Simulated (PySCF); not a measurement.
## Ionisation energy of Sn⁶⁺ by level of theory

Sn⁶⁺ [Kr] 4d8 (3F) → Sn⁷⁺ [Kr] 4d7 (4F), as a difference of total energies. All numbers are calculated (PySCF 2.14, the spin-free X2C one-electron Hamiltonian (Gaussian nucleus), in an even-tempered Gaussian basis (22 s from 0.14 bohr⁻², ratio 2.5; 16 p from 0.18 bohr⁻², ratio 2.5; 11 d from 0.18 bohr⁻², ratio 2.5; 5 f from 1.8 bohr⁻², ratio 2.7; 4 g from 2.6 bohr⁻², ratio 2.7)). Correlated levels: outer shells: [Ar] 3d10 frozen; virtual orbitals above 40 to 60 times the deepest correlated orbital energy dropped. The calculations carry no spin-orbit coupling.

```json
{"method": "UHF", "ionisation energy (eV)": "113.70"}
{"method": "LDA", "ionisation energy (eV)": "115.76"}
{"method": "PBE", "ionisation energy (eV)": "115.44"}
{"method": "PBE0", "ionisation energy (eV)": "115.41"}
{"method": "r2SCAN", "ionisation energy (eV)": "115.56"}
{"method": "MP2 (outer shells)", "ionisation energy (eV)": "115.01"}
{"method": "SCS-MP2 (outer shells)", "ionisation energy (eV)": "114.91"}
```

How much does correlation contribute at MP2 (outer shells)?

115.01 − (113.70) = 1.31 eV, measured against UHF.

A first-order spin-orbit estimate (lowest level to lowest level, LS coupling) adds -0.037 eV.

For comparison: 112.9 ± 2 eV (theoretical estimate listed by NIST; NIST Atomic Spectra Database, ionization energies).
